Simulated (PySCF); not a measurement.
**Correlation energy of Zr³⁺ (zirconium, charge +3)**

[Kr] 4d1, 2D determinant. All numbers are calculated (PySCF 2.14, scalar relativity by spin-free X2C-1e, in ANO-RCC-VTZP (7s6p4d2f1g, 68 functions)). Frozen: [Ar] 3d10; 9 electrons correlated.

| level | correlation energy (mhartree) |
| --- | --- |
| CCSD | -242.09 |
| (T) | -5.04 |
| CCSD(T) | -247.13 |

Diagnostics: T1 = 0.0028, D1 = 0.0079, largest double amplitude 0.032.

Q: Is a single reference adequate?

A: Yes, within this model without spin-orbit coupling: T1 lies below 0.03 and no double amplitude reaches 0.07.
